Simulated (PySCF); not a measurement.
SiEt2Ph2, C16H20Si.
Cartesian coordinates in Å at the PBE0-D3(BJ)/def2-SVP level; atoms count from 1:
```xyz
37
C16H20Si angstrom
Si     0.4756    0.0066    0.3323
C      0.4860   -0.0190    2.2215
C      1.2013   -1.2335    2.8065
H     -0.5643    0.0112    2.5603
H      0.9478    0.9135    2.5911
H      1.1702   -1.2407    3.9075
H      0.7457   -2.1735    2.4568
H      2.2629   -1.2593    2.5119
C      2.2441    0.0412   -0.3318
C      3.0365    1.2683    0.1108
H      2.1872   -0.0048   -1.4334
H      2.7611   -0.8826   -0.0174
H      4.0521    1.2796   -0.3154
H      2.5382    2.2007   -0.1989
H      3.1443    1.3073    1.2068
C     -0.4515    1.5289   -0.2837
C     -0.5889    2.6866    0.4974
C     -1.2364    3.8193    0.0041
C     -1.7609    3.8150   -1.2871
C     -1.6365    2.6745   -2.0805
C     -0.9897    1.5460   -1.5808
H     -0.1868    2.7095    1.5144
H     -1.3333    4.7091    0.6314
H     -2.2700    4.7007   -1.6754
H     -2.0491    2.6640   -3.0925
H     -0.9101    0.6539   -2.2100
C     -0.4160   -1.5295   -0.3016
C      0.2767   -2.6286   -0.8309
C     -0.4006   -3.7722   -1.2549
C     -1.7891   -3.8370   -1.1556
C     -2.4970   -2.7544   -0.6331
C     -1.8155   -1.6144   -0.2128
H      1.3664   -2.5962   -0.9193
H      0.1589   -4.6163   -1.6662
H     -2.3218   -4.7315   -1.4880
H     -3.5864   -2.7986   -0.5567
H     -2.3854   -0.7676    0.1839
```

NICS = −σ at a ghost point: NICS(0) at the centroid of the ring atoms, NICS(1) 1 Å to either side along the normal of their mean plane, zz for the tensor component along that normal. Level: GIAO KT2/pcSseg-1 (PySCF, non-relativistic, gas phase) on the PBE0-D3(BJ)/def2-SVP geometry, one conformer.

Ring bond lengths (Å): C16–C17 1.403, C17–C18 1.395, C18–C19 1.394, C19–C20 1.395, C20–C21 1.393, C21–C16 1.404; C27–C28 1.403, C28–C29 1.395, C29–C30 1.394, C30–C31 1.395, C31–C32 1.393, C32–C27 1.405.

**Question.** What do the NICS probes read (ppm)?

**Answer.** 
```csv
ring,type,NICS(0),"NICS(1), two faces","NICS(1)zz, two faces",rms pucker (Å),"centre to ring atoms, mean (Å)"
C16–C17–C18–C19–C20–C21,6-membered carbocycle,-7.5,-10.6 / -10.7,-26.9 / -27.2,0.00,1.40
C27–C28–C29–C30–C31–C32,6-membered carbocycle,-7.4,-10.6 / -10.6,-26.9 / -27.2,0.00,1.40
```

**Question.** What do they say, and how far can they be read as aromaticity?

**Answer.** 
- C16–C17–C18–C19–C20–C21: mean NICS(1)zz -27.1 ppm, shielded.
- C27–C28–C29–C30–C31–C32: mean NICS(1)zz -27.1 ppm, shielded.

**Question.** List the ring angles.

**Answer.** 
- C16–C17–C18–C19–C20–C21: C16 117.8°, C17 121.2°, C18 120.0°, C19 119.7°, C20 120.0°, C21 121.3°; sum 720.0° against 720° for a flat convex ring.
- C27–C28–C29–C30–C31–C32: C27 117.9°, C28 121.1°, C29 120.0°, C30 119.8°, C31 120.0°, C32 121.2°; sum 720.0° against 720° for a flat convex ring.

**Question.** How shielded are the nuclei of the rings and their hydrogens (means over atoms taken as equivalent)?

**Answer.** 
```json
{"atoms": "C16 (×2)", "environment": "carbon bonded to 2 C and Si", "σ isotropic (ppm)": "51.9", "principal values of the symmetric part, first atom (ppm)": "-31.5, 2.4, 184.5"}
{"atoms": "C17 (×4)", "environment": "carbon bonded to 2 C and H", "σ isotropic (ppm)": "52.5", "principal values of the symmetric part, first atom (ppm)": "-58.4, 48.5, 168.2"}
{"atoms": "C18 (×4)", "environment": "carbon bonded to 2 C and H", "σ isotropic (ppm)": "60.5", "principal values of the symmetric part, first atom (ppm)": "-41.8, 54.2, 170.5"}
{"atoms": "C19 (×2)", "environment": "carbon bonded to 2 C and H", "σ isotropic (ppm)": "58.9", "principal values of the symmetric part, first atom (ppm)": "-41.9, 47.6, 171.0"}
{"atoms": "H22 (×4)", "environment": "hydrogen on carbon", "σ isotropic (ppm)": "23.88", "principal values of the symmetric part, first atom (ppm)": "19.3, 21.9, 30.1"}
{"atoms": "H23 (×4)", "environment": "hydrogen on carbon", "σ isotropic (ppm)": "24.04", "principal values of the symmetric part, first atom (ppm)": "20.5, 24.6, 27.0"}
{"atoms": "H24 (×2)", "environment": "hydrogen on carbon", "σ isotropic (ppm)": "24.02", "principal values of the symmetric part, first atom (ppm)": "20.7, 25.5, 25.9"}
```

**Question.** How do the values depend on the level or the medium?

**Answer.** 
```json
{"level": "KT2/pcSseg-1, gas", "NICS(0), C16–C17–C18–C19–C20–C21": "-7.5", "mean NICS(1)zz, C16–C17–C18–C19–C20–C21": "-27.1", "NICS(0), C27–C28–C29–C30–C31–C32": "-7.4", "mean NICS(1)zz, C27–C28–C29–C30–C31–C32": "-27.1"}
{"level": "PBE0/pcSseg-1, gas", "NICS(0), C16–C17–C18–C19–C20–C21": "-7.7", "mean NICS(1)zz, C16–C17–C18–C19–C20–C21": "-28.3", "NICS(0), C27–C28–C29–C30–C31–C32": "-7.6", "mean NICS(1)zz, C27–C28–C29–C30–C31–C32": "-28.3"}
```

The geometry is the same throughout.

The run took 1.8 min wall, 3.8 min CPU on 2 threads, Intel Xeon 6975P-C (x86_64), shared host with 192 logical CPUs at a one-minute load of 37, and the process peaked at 2.8 GiB of memory. This is the whole shielding run at KT2/pcSseg-1, SCF included.
